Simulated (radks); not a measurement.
Task: These are the eigenvalues of the occupied orbitals of an atom or ion with whole-number occupations (eV). All-electron calculation, Dirac Kohn-Sham, PBE, spin-unpolarised, spherical densities, finite nucleus; Fermi nuclear charge, rms radius of each element as measured or else 0.836 A^(1/3) + 0.57 fm. Program: a radial shooting solver on a logarithmic mesh with Libxc functionals.

orbital  eigenvalue
1s1/2     -6713.370

Which element is it, and in what charge state? The configuration may be excited. Open shells, if any, fill j = l - 1/2 first.

Result: Z = 23, vanadium, charge +21: V21+ in [He]. The 1s level, -246.71 hartree, gives Z - s = 22.2 by -(Z - s)^2/2, which with screening and relativity narrows Z to a few neighbours, and the depths must fix Z and the occupations together.
